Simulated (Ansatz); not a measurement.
A first, cheap relaxation of CH4Cl2FNOW (`C[N]=[W]([OH])([F])([Cl])[Cl]`).

```yaml
crystal:
  periodic: [false, false, false]
  atoms:
    - {symbol: C, position_ang: [0.951400, -1.755200, -0.160500]}
    - {symbol: N, position_ang: [0.700000, -0.606500, -1.076800]}
    - {symbol: W, position_ang: [-0.140000, 1.025800, -0.253700]}
    - {symbol: O, position_ang: [-2.172000, -0.093500, 0.292300]}
    - {symbol: F, position_ang: [-0.812200, 2.789400, -0.826400]}
    - {symbol: Cl, position_ang: [-1.352200, 2.972100, 1.426200]}
    - {symbol: Cl, position_ang: [1.830000, 2.430700, -0.200400]}
    - {symbol: H, position_ang: [0.645000, -2.661000, -0.623100]}
    - {symbol: H, position_ang: [1.988500, -1.681400, 0.144200]}
    - {symbol: H, position_ang: [0.299900, -1.491800, 0.766700]}
    - {symbol: H, position_ang: [-1.873000, -0.985600, 0.532100]}
basis:
  gaussian: {orbitals: def2-SVP}
hamiltonian: {xc: pbe, dispersion: d4}
relax: {f_tol: 0.03, max_steps: 200}
```

```sh
$ ansatz run in.yaml --threads 2 --pin off --events-out ev --progress --plain --max-ram 32768MiB --backend cpu
```

Output, abridged:

```
Functional definition: PBE
mean field -34195.63680409 eV, -1256.6664739152 hartree, gradient 1.6e-5 eV, S^2 0.000000; 3 other end points of the search recorded, 0 dependent functions left out
relax step   1: F+E_penalty+E_count = -34195.96342353 eV  Δ(F+E_penalty+E_count) = +0.000e0 eV  max|allowed force component| = 3.872e0 eV/Å  Δτ_max = 0.0000 Å  (236 SCF iters, accepted)
mean field -34198.02028135 eV, -1256.7540650890 hartree, gradient 2.7e-5 eV, S^2 0.000000; 0 other end points of the search recorded, 0 dependent functions left out
relax step   2: F+E_penalty+E_count = -34198.35967128 eV  Δ(F+E_penalty+E_count) = -2.396e0 eV  max|allowed force component| = 3.175e0 eV/Å  Δτ_max = 0.1949 Å  (62 SCF iters, accepted)
mean field -34199.80005640 eV, -1256.8194706157 hartree, gradient 1.2e-5 eV, S^2 0.000000; 0 other end points of the search recorded, 0 dependent functions left out
relax step   3: F+E_penalty+E_count = -34200.15059731 eV  Δ(F+E_penalty+E_count) = -1.791e0 eV  max|allowed force component| = 2.276e0 eV/Å  Δτ_max = 0.1952 Å  (55 SCF iters, accepted)
mean field -34200.93788306 eV, -1256.8612849741 hartree, gradient 2.4e-5 eV, S^2 0.000000; 0 other end points of the search recorded, 0 dependent functions left out
relax step   4: F+E_penalty+E_count = -34201.29471455 eV  Δ(F+E_penalty+E_count) = -1.144e0 eV  max|allowed force component| = 1.422e0 eV/Å  Δτ_max = 0.1963 Å  (41 SCF iters, accepted)
mean field -34201.63694567 eV, -1256.8869750514 hartree, gradient 9.1e-6 eV, S^2 0.000000; 0 other end points of the search recorded, 0 dependent functions left out
relax step   5: F+E_penalty+E_count = -34201.99694481 eV  Δ(F+E_penalty+E_count) = -7.022e-1 eV  max|allowed force component| = 1.203e0 eV/Å  Δτ_max = 0.1968 Å  (41 SCF iters, accepted)
mean field -34201.99606481 eV, -1256.9001724364 hartree, gradient 1.8e-5 eV, S^2 0.000000; 0 other end points of the search recorded, 0 dependent functions left out
relax step   6: F+E_penalty+E_count = -34202.35597791 eV  Δ(F+E_penalty+E_count) = -3.590e-1 eV  max|allowed force component| = 1.365e0 eV/Å  Δτ_max = 0.1950 Å  (41 SCF iters, accepted)
mean field -34202.26505235 eV, -1256.9100575460 hartree, gradient 9.4e-6 eV, S^2 0.000000; 0 other end points of the search recorded, 0 dependent functions left out
relax step   7: F+E_penalty+E_count = -34202.62510993 eV  Δ(F+E_penalty+E_count) = -2.691e-1 eV  max|allowed force component| = 7.188e-1 eV/Å  Δτ_max = 0.2000 Å  (41 SCF iters, accepted)
mean field -34202.39751700 eV, -1256.9149255319 hartree, gradient 1.7e-5 eV, S^2 0.000000; 0 other end points of the search recorded, 0 dependent functions left out
relax step   8: F+E_penalty+E_count = -34202.75804435 eV  Δ(F+E_penalty+E_count) = -1.329e-1 eV  max|allowed force component| = 3.116e-1 eV/Å  Δτ_max = 0.1950 Å  (43 SCF iters, accepted)
mean field -34202.44402948 eV, -1256.9166348343 hartree, gradient 1.7e-5 eV, S^2 0.000000; 0 other end points of the search recorded, 0 dependent functions left out
relax step   9: F+E_penalty+E_count = -34202.80204710 eV  Δ(F+E_penalty+E_count) = -4.400e-2 eV  max|allowed force component| = 3.138e-1 eV/Å  Δτ_max = 0.1222 Å  (42 SCF iters, accepted)
mean field -34202.47977783 eV, -1256.9179485618 hartree, gradient 1.5e-5 eV, S^2 0.000000; 0 other end points of the search recorded, 0 dependent functions left out
relax step  10: F+E_penalty+E_count = -34202.83581096 eV  Δ(F+E_penalty+E_count) = -3.376e-2 eV  max|allowed force component| = 2.598e-1 eV/Å  Δτ_max = 0.1266 Å  (41 SCF iters, accepted)
mean field -34202.50943891 eV, -1256.9190385865 hartree, gradient 2.5e-5 eV, S^2 0.000000; 0 other end points of the search recorded, 0 dependent functions left out
relax step  11: F+E_penalty+E_count = -34202.86361760 eV  Δ(F+E_penalty+E_count) = -2.781e-2 eV  max|allowed force component| = 4.227e-1 eV/Å  Δτ_max = 0.1648 Å  (41 SCF iters, accepted)
mean field -34202.53330152 eV, -1256.9199155212 hartree, gradient 2.4e-5 eV, S^2 0.000000; 0 other end points of the search recorded, 0 dependent functions left out
relax step  12: F+E_penalty+E_count = -34202.88744435 eV  Δ(F+E_penalty+E_count) = -2.383e-2 eV  max|allowed force component| = 4.137e-1 eV/Å  Δτ_max = 0.1203 Å  (36 SCF iters, accepted)
mean field -34202.59263678 eV, -1256.9220960516 hartree, gradient 1.3e-5 eV, S^2 0.000000; 0 other end points of the search recorded, 0 dependent functions left out
relax step  13: F+E_penalty+E_count = -34202.94809655 eV  Δ(F+E_penalty+E_count) = -6.065e-2 eV  max|allowed force component| = 2.634e-1 eV/Å  Δτ_max = 0.1996 Å  (41 SCF iters, accepted)
mean field -34202.64394689 eV, -1256.9239816635 hartree, gradient 1.2e-5 eV, S^2 0.000000; 0 other end points of the search recorded, 0 dependent functions left out
relax step  14: F+E_penalty+E_count = -34202.99996469 eV  Δ(F+E_penalty+E_count) = -5.187e-2 eV  max|allowed force component| = 4.348e-1 eV/Å  Δτ_max = 0.1966 Å  (41 SCF iters, accepted)
mean field -34202.69761188 eV, -1256.9259538153 hartree, gradient 1.3e-5 eV, S^2 0.000000; 0 other end points of the search recorded, 0 dependent functions left out
relax step  15: F+E_penalty+E_count = -34203.05470432 eV  Δ(F+E_penalty+E_count) = -5.474e-2 eV  max|allowed force component| = 5.425e-1 eV/Å  Δτ_max = 0.1950 Å  (41 SCF iters, accepted)
mean field -34202.72696779 eV, -1256.9270326252 hartree, gradient 1.3e-5 eV, S^2 0.000000; 0 other end points of the search recorded, 0 dependent functions left out
relax step  16: F+E_penalty+E_count = -34203.08461720 eV  Δ(F+E_penalty+E_count) = -2.991e-2 eV  max|allowed force component| = 3.582e-1 eV/Å  Δτ_max = 0.1948 Å  (43 SCF iters, accepted)
mean field -34202.75068530 eV, -1256.9279042276 hartree, gradient 1.2e-5 eV, S^2 0.000000; 0 other end points of the search recorded, 0 dependent functions left out
relax step  17: F+E_penalty+E_count = -34203.10948810 eV  Δ(F+E_penalty+E_count) = -2.487e-2 eV  max|allowed force component| = 2.904e-1 eV/Å  Δτ_max = 0.1998 Å  (41 SCF iters, accepted)
mean field -34202.75975724 eV, -1256.9282376152 hartree, gradient 2.0e-5 eV, S^2 0.000000; 0 other end points of the search recorded, 0 dependent functions left out
relax step  18: F+E_penalty+E_count = -34203.11387182 eV  Δ(F+E_penalty+E_count) = -4.384e-3 eV  max|allowed force component| = 3.963e-1 eV/Å  Δτ_max = 0.1427 Å  (39 SCF iters, accepted)
mean field -34202.77872043 eV, -1256.9289344997 hartree, gradient 2.2e-5 eV, S^2 0.000000; 0 other end points of the search recorded, 0 dependent functions left out
relax step  19: F+E_penalty+E_count = -34203.13329341 eV  Δ(F+E_penalty+E_count) = -1.942e-2 eV  max|allowed force component| = 1.510e-1 eV/Å  Δτ_max = 0.1028 Å  (34 SCF iters, accepted)
mean field -34202.78044105 eV, -1256.9289977313 hartree, gradient 1.2e-5 eV, S^2 0.000000; 0 other end points of the search recorded, 0 dependent functions left out
relax step  20: F+E_penalty+E_count = -34203.13536769 eV  Δ(F+E_penalty+E_count) = -2.074e-3 eV  max|allowed force component| = 8.959e-2 eV/Å  Δτ_max = 0.0248 Å  (35 SCF iters, accepted)
mean field -34202.78190593 eV, -1256.9290515648 hartree, gradient 1.2e-5 eV, S^2 0.000000; 0 other end points of the search recorded, 0 dependent functions left out
relax step  21: F+E_penalty+E_count = -34203.13656153 eV  Δ(F+E_penalty+E_count) = -1.194e-3 eV  max|allowed force component| = 6.347e-2 eV/Å  Δτ_max = 0.0310 Å  (36 SCF iters, accepted)
mean field -34202.78136950 eV, -1256.9290318513 hartree, gradient 2.0e-5 eV, S^2 0.000000; 0 other end points of the search recorded, 0 dependent functions left out
relax step  22: F+E_penalty+E_count = -34203.13614490 eV  Δ(F+E_penalty+E_count) = +4.166e-4 eV  max|allowed force component| = 1.029e-1 eV/Å  Δτ_max = 0.0361 Å  (36 SCF iters, rejected (line search))
mean field -34202.78272731 eV, -1256.9290817498 hartree, gradient 2.7e-5 eV, S^2 0.000000; 0 other end points of the search recorded, 0 dependent functions left out
relax step  23: F+E_penalty+E_count = -34203.13743574 eV  Δ(F+E_penalty+E_count) = -8.742e-4 eV  max|allowed force component| = 3.433e-2 eV/Å  Δτ_max = 0.0179 Å  (34 SCF iters, accepted)
mean field -34202.78345008 eV, -1256.9291083112 hartree, gradient 1.7e-5 eV, S^2 0.000000; 0 other end points of the search recorded, 0 dependent functions left out
relax step  24: F+E_penalty+E_count = -34203.13812840 eV  Δ(F+E_penalty+E_count) = -6.927e-4 eV  max|allowed force component| = 2.581e-2 eV/Å  Δτ_max = 0.0430 Å  (35 SCF iters, accepted)
mean field -34202.78345008 eV, -1256.9291083112 hartree, gradient 1.9e-5 eV, S^2 0.000000; 1 other end points of the search recorded, 0 dependent functions left out
Total energy: -34203.13819712 eV, -1256.9421450245 hartree
Atom 0 at     1.019791    -1.624148    -0.442229 Å, force    -0.000639     0.025807     0.007810 eV/Å
Atom 1 at     0.212083    -0.480977    -0.254704 Å, force    -0.000212    -0.015456     0.000492 eV/Å
Atom 2 at    -0.477442     1.120452     0.034948 Å, force     0.014243     0.021435     0.016738 eV/Å
Atom 3 at    -1.927132     0.584598     1.112347 Å, force    -0.003868     0.015030    -0.004279 eV/Å
Atom 4 at    -0.808696     1.446154    -1.786683 Å, force    -0.005438    -0.003687    -0.012489 eV/Å
Atom 5 at    -1.116900     3.404833     0.343253 Å, force    -0.000936    -0.006314     0.000369 eV/Å
Atom 6 at     1.447804     1.681081     1.207861 Å, force    -0.006557    -0.016388    -0.008840 eV/Å
Atom 7 at     1.185292    -1.828543    -1.523737 Å, force     0.000175     0.001366     0.006108 eV/Å
Atom 8 at     2.012159    -1.461136     0.040214 Å, force    -0.001947    -0.009676    -0.004708 eV/Å
Atom 9 at     0.556812    -2.526555     0.016455 Å, force     0.005974     0.001349    -0.003345 eV/Å
Atom 10 at    -2.038370    -0.372759     1.272876 Å, force    -0.000797    -0.013465     0.002145 eV/Å
Dipole moment:     0.171212    -1.319417     0.033169 e Å
```

It took 100 s on 2 threads of an AMD EPYC 7R13 on a shared host, with 0.26 GiB of host memory at the peak.
